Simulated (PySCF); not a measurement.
Substituent effects on chemical shifts

Parent skeleton `[CH:1]1=[CH:2][SiH2:3][CH:4]=[CH:5]1`; one hydrogen on atom 1 is replaced by X. Hydrogens on one atom are averaged.

- geometry: PBE0-D3(BJ)/def2-SVP
- σ from GIAO-PBE0/pcSseg-1
- code: PySCF 2.14.0 with density-fitted response routines
- equivalent nuclei averaged, single conformer, in vacuum, relativity neglected

δ = σ(ref) − σ, references computed at the same level: ¹³C (σref 184.41) and ²⁹Si (σref 351.99) and ¹H (σref 31.27) vs TMS.

Parent (X = H): C1 158.3, C2 134.1, Si3 -41.7, C4 134.1, C5 158.3, H(C2) 6.37, H(Si3) 4.63, H(C4) 6.37, H(C5) 7.24 ppm. Effects are Δδ = δ(X) − δ(H), positive for deshielding.

(1) Give Δδ (ppm) for X = 2-furyl, CHCl2, iPr, F, OCHO.

(2) Which position responds most, and to which substituents?

Answers

(1) 
```csv
X,SMILES,C1,C2,Si3,C4,C5,H(C2),H(Si3),H(C4),H(C5)
2-furyl,C1=CC(c2ccco2)=C[SiH2]1,-3.5,-15.2,+5.2,+1.8,-2.0,+0.13,+0.20,+0.15,+0.29
CHCl2,ClC(Cl)C1=C[SiH2]C=C1,+8.7,-7.2,+6.7,+1.7,-0.4,-0.41,+0.11,+0.15,+0.34
iPr,CC(C)C1=C[SiH2]C=C1,+20.4,-11.0,+1.0,+1.5,-1.7,-0.59,+0.01,+0.04,+0.06
F,FC1=C[SiH2]C=C1,+21.0,-40.4,+1.7,+4.8,-4.0,-1.39,+0.09,+0.16,-0.30
OCHO,O=COC1=C[SiH2]C=C1,+8.0,-27.9,+5.6,+1.9,-1.2,+0.42,+0.17,+0.11,-0.29
```

(2) C2: from -40.4 ppm with F to -7.2 ppm with CHCl2.
